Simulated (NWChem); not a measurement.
System: C2H4N2Si; SMILES N1C=N[SiH2]C=1

```xyz
9

C      1.2607    -0.3936     0.0000
N      0.5218    -1.4419     0.0000
C     -0.8809    -1.0881     0.0000
N     -1.3107     0.1094     0.0000
Si     0.1264     1.1418     0.0000
H      2.3518    -0.5198     0.0000
H     -1.5566    -1.9573     0.0000
H      0.2246     1.9833     1.2249
H      0.2246     1.9833    -1.2249
```
Atoms are numbered in this order, from 1.

All runs: NWChem. Geometry: optimised at PBE0/def2-SVP. Level: PBE0/def2-SVP with SMD (1 M gas to 1 M solution), gas-phase geometry. Reactions with the solvent are ignored.

For solvent toluene:

| Quantity | Result |
|---|---|
| cavity-dispersion-structure term (kcal/mol) | -1.1 |
| dipole in solution (D) | 2.26 |

Question: Estimate the same quantities for solvent water.

Answer: 
| Property | Result |
|---|---|
| cavity-dispersion-structure term (kcal/mol) | 2.4 |
| dipole in solution (D) | 2.60 |
